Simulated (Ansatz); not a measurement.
H5NO2Si2, relaxed with RKS PBE-D4/def2-SVP in Ansatz from a rough embedded geometry. The force threshold is 0.03 eV/Å; the program also tests the step.

Charge 0, multiplicity 1. The bonds changed during the relaxation, so this is another structure than the one it started from.

Start:

```xyz
10

N    -0.764    1.169   -1.284
Si   -0.210   -0.388   -1.568
O     0.044   -0.872   -0.196
Si    0.408   -1.395    1.250
O     0.847   -0.022    2.051
H    -1.523    1.093   -0.511
H    -0.053    1.726   -0.852
H     1.158   -0.158   -2.105
H    -0.986   -1.837    1.730
H     1.080    0.684    1.485
```

**Question.** How much energy does the relaxation release, and in how many steps? (An estimate is asked.)

**Answer.** Ansatz gave: 319.21 kJ/mol, in 29 steps, 1 of them rejected.

**Question.** Which bonds change most? (Estimate.)

**Answer.** The calculation gave: N1–H10 from 3.362 to 1.074 Å; N1–Si2 from 1.676 to 2.069 Å; Si2–O3 from 1.477 to 1.810 Å; Si4–O5 from 1.649 to 1.567 Å.

**Question.** Give the relaxed structure. (An estimate is asked.)

**Answer.** Ansatz gave: 
```xyz
10

N    -0.301    1.275   -0.511
Si   -0.516   -0.451   -1.632
O    -0.161   -1.562   -0.248
Si    0.183   -1.294    1.309
O     0.321    0.146    1.910
H    -1.179    1.808   -0.461
H     0.416    1.902   -0.901
H     0.970   -0.294   -2.059
H     0.283   -2.553    2.099
H    -0.015    1.022    0.493
```
